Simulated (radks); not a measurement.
Results of a calculation; reference values are marked as such.
Species: Tl. Configuration: [Xe] 4f14 5d7 6s2 6p4 (not the ground configuration).

Code: a radial shooting solver on a logarithmic mesh with Libxc functionals. Model: scalar-relativistic Kohn-Sham, PBE, spin-polarised, spherical densities, finite nucleus; open shells are filled with parallel spins first (spin-orbit coupling, left out, can overturn this in heavy ions); Fermi nuclear charge, rms radius 5.4759 fm.

Energy parts (eV):
| part | energy |
|---|---|
| total | -550726.40 |
| kinetic | 619915.82 |
| electron-nucleus | -1371885.93 |
| Hartree | 211514.41 |
| exchange-correlation | -10270.71 |

Orbitals (lengths in bohr, moments of r in powers of bohr):
orbital  occ.  eigenvalue (eV)       <r^4>      <r^2>      <r>   <1/r>
1s up       1        -85597.76   3.759e-07  0.0003690  0.01632   99.38
1s down     1        -85597.73   3.759e-07  0.0003690  0.01632   99.38
2s up       1        -15256.55  0.00005452   0.005606  0.06876   23.33
2s down     1        -15256.23  0.00005452   0.005606  0.06876   23.33
2p up       3        -13129.50  0.00004488   0.004755  0.06235   20.59
2p down     3        -13129.23  0.00004488   0.004755  0.06235   20.59
3s up       1        -3654.874    0.001960    0.03608   0.1776   8.650
3s down     1        -3654.733    0.001960    0.03608   0.1776   8.650
3p up       3        -3042.324    0.002176    0.03727   0.1793   7.850
3p down     3        -3042.166    0.002175    0.03727   0.1793   7.850
3d up       5        -2406.446    0.001671    0.03087   0.1624   7.374
3d down     5        -2406.196    0.001671    0.03087   0.1624   7.374
4s up       1        -829.0853     0.04317     0.1731   0.3917   3.720
4s down     1        -828.7527     0.04316     0.1731   0.3917   3.719
4p up       3        -628.1716     0.05790     0.1981   0.4176   3.349
4p down     3        -627.8578     0.05784     0.1980   0.4175   3.349
4d up       5        -392.3143     0.07860     0.2232   0.4397   3.008
4d down     5        -391.9487     0.07836     0.2230   0.4396   3.009
4f up       7        -131.3002      0.1359     0.2623   0.4673   2.606
4f down     7        -130.8198      0.1338     0.2609   0.4663   2.609
5s up       1        -147.8688       1.037     0.8510   0.8720   1.559
5s down     1        -145.8458       1.026     0.8462   0.8694   1.565
5p up       3         -92.3314       1.812      1.109   0.9924   1.341
5p down     3         -89.9497       1.799      1.104   0.9899   1.346
5d up       5         -29.0670       5.956      1.897    1.283   1.018
5d down     2         -26.4723       6.107      1.911    1.286   1.018
6s up       1         -16.1852       43.69      5.370    2.183  0.5894
6s down     1         -14.2505       47.19      5.540    2.214  0.5806
6p up       3          -6.0570       153.8      9.664    2.904  0.4376
6p down     1          -4.5653       199.1      10.74    3.045  0.4190

The highest occupied level is 6p down at -4.565 eV. Summed over all electrons, <r^2> = 80.35 bohr^2, which gives a Langevin (diamagnetic) susceptibility term of -63.6 x 10^-6 cm^3/mol. The electron density at the nucleus is 2.72e+06 e/bohr^3 (large components only). The spin density at the nucleus is -10.39 e/bohr^3 (1s -0.86, 2s -3.08, 3s 0.31, 4s 3.78, 5s -21.69, 6s 11.14).
